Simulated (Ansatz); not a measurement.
Gas-phase electronic energies from Ansatz, PBE0-D4/def2-TZVP geometries. CCSD(T)/CBS adds triple-zeta CCSD(T) − MP2 to the extrapolated MP2 energy (def2 sets, frozen cores). DFT in def2-TZVPP. B3LYP here is the variant with VWN-RPA as its local correlation; programs differ in this. Elements past krypton have def2 core potentials. For Sn outer-core shells are correlated without core-valence functions, which leaves a few kJ/mol of doubt a bond. Each species was taken in one conformer, which may not be the lowest.

Reaction (substitution at a C–B bond): `C[BH][AlH][OH]` + `[OH][SnH2][OH]` → `C[O][SnH2][OH]` + `[BH2][AlH][OH]`

| level | ΔE (kJ/mol) |
| --- | --- |
| PBE0-D4 | 115.1 |
| ωB97X-V | 106.5 |
| ωB97M-V | 112.7 |
| B2PLYP | 110.2 |
| PBE | 118.5 |
| B3LYP | 108.9 |
| MP2/def2-TZVPP | 115.1 |
| SCS-MP2/def2-QZVPP | 108.1 |

Task: What does CCSD(T)/CBS give? (An estimate is asked.)

Result: The calculation gave: +110.5 kJ/mol. The listed levels differ from it by 4.6, -4.0, 2.2, -0.3, 8.0, -1.6, 4.6, -2.4 kJ/mol.

Largest T1 diagnostic among the species: 0.014.

In def2-TZVPP, CCSD(T) changes the Hartree–Fock value by +16.8 kJ/mol (the triples alone add +1.9 kJ/mol) and MP2 by +23.3 kJ/mol.
